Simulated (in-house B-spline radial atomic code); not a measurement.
A radial electron density 4πr²n(r) was computed for an atom or ion in its tabulated ground configuration with an all-electron radial atomic-structure program (B-spline basis); method: Dirac-Hartree-Fock, average of configuration. Columns: r (bohr), 4πr²n(r) (electrons per bohr), bar.

```
 0.00155    1.689 #
 0.00188    2.377 ##
 0.00228    3.324 ##
 0.00277    4.629 ###
 0.00336    6.376 ####
 0.00408    8.707 ######
 0.00494    11.69 ########
   0.006    15.53 ###########
 0.00727     20.2 ##############
 0.00882    25.74 ##################
  0.0107    31.94 ######################
   0.013    38.44 ###########################
  0.0157    44.35 ###############################
  0.0191     49.2 ##################################
  0.0232    51.83 ####################################
  0.0281    51.76 ####################################
  0.0341     49.3 ##################################
  0.0413    45.89 ################################
  0.0501    43.82 ##############################
  0.0608    45.44 ###############################
  0.0737    51.29 ####################################
  0.0894    58.95 #########################################
   0.108    63.49 ############################################
   0.131    60.95 ##########################################
   0.159    51.61 ####################################
   0.193    41.76 #############################
   0.235    38.74 ###########################
   0.285    43.36 ##############################
   0.345    47.88 #################################
   0.419    44.19 ###############################
   0.508    32.11 ######################
   0.616    19.01 #############
   0.747    11.47 ########
   0.906    9.396 #######
     1.1    8.481 ######
    1.33    6.167 ####
    1.62    3.103 ##
    1.96    1.071 #
    2.38    0.227 
    2.88  0.02893 
     3.5  0.00183 
    4.24 5.569e-05
```

Q: Which atom or ion is it?
A. Nb5+
B. Nb7+
C. Ru7+
D. Nb6+

A: D. The area under the curve, ∫4πr²n dr = ∫r·4πr²n d(ln r) on this logarithmic grid, is 35 electrons, which only this option has. The configuration is [Ar] 3d10 4s2 4p5.
